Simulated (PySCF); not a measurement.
## J couplings in CH₆AsGeN

Molfile (atoms numbered from 1):
```
CH6AsGeN
     RDKit          3D

 10  9  0  0  0  0  0  0  0  0999 V2000
   -1.7138    1.5429   -0.1080 N   0  0  0  0  0  0  0  0  0  0  0  0
   -1.1391    0.5574    0.4460 C   0  0  0  0  0  0  0  0  0  0  0  0
   -0.0650   -0.8278   -0.4569 Ge  0  0  0  0  0  4  0  0  0  0  0  0
    2.2882   -0.6777    0.1280 As  0  0  0  0  0  3  0  0  0  0  0  0
   -1.5815    1.5274   -1.1273 H   0  0  0  0  0  0  0  0  0  0  0  0
   -1.2250    0.4801    1.5468 H   0  0  0  0  0  0  0  0  0  0  0  0
   -0.5588   -2.2381   -0.0750 H   0  0  0  0  0  0  0  0  0  0  0  0
   -0.2267   -0.6090   -1.9769 H   0  0  0  0  0  0  0  0  0  0  0  0
    2.2762    0.8417   -0.0169 H   0  0  0  0  0  0  0  0  0  0  0  0
    1.9536   -0.5932    1.6155 H   0  0  0  0  0  0  0  0  0  0  0  0
  5  1  1  0
  1  2  2  0
  2  3  1  0
  3  4  1  0
  2  6  1  0
  3  7  1  0
  3  8  1  0
  4  9  1  0
  4 10  1  0
M  END
```

Method: B3LYP/pcJ-1 (pcSseg-1 on As, pcSseg-1 on Ge) (spin–dipole term only in couplings to heteroatoms)//PBE0-D3(BJ)/def2-SVP, PySCF; isolated molecule, single conformer, non-relativistic. Couplings are averaged over pairs made equivalent by symmetry, fast rotation or ring inversion, so a value needn't be that of the named pair in this geometry, while other rotamers aren't included; one pair stands for each set, and the list holds those of at least 1.5 Hz over up to four bonds.

Isotopes: ¹³C, ¹H, ¹⁵N.

| pair | bonds | J (Hz) |
| --- | --- | --- |
| N1, H5 | 1 | -46.4 |
| C2, H6 | 1 | ? |
| N1, H6 | 2 | -11.9 |
| C2, H5 | 2 | ? |
| C2, H7 | 2 | 8.4 |
| H7, H8 | 2 | 10.0 |
| H9, H10 | 2 | -11.1 |
| C2, H9 | 3 | 2.6 |
| H5, H6 | 3 | ? |
| H6, H7 | 3 | 3.6 |
| H7, H9 | 3 | 5.0 |

Q: Estimate the withheld couplings, with signs.

A: 
- ¹J(C2,H6) = 179.9 Hz (bond length 1.107 Å, sp2 carbon)
- ²J(C2,H5) = -10.9 Hz (angle at N1 111°)
- ³J(H5,H6) = 30.3 Hz (dihedral angle 180°)

Relativistic effects of the heavier atoms present are left out.
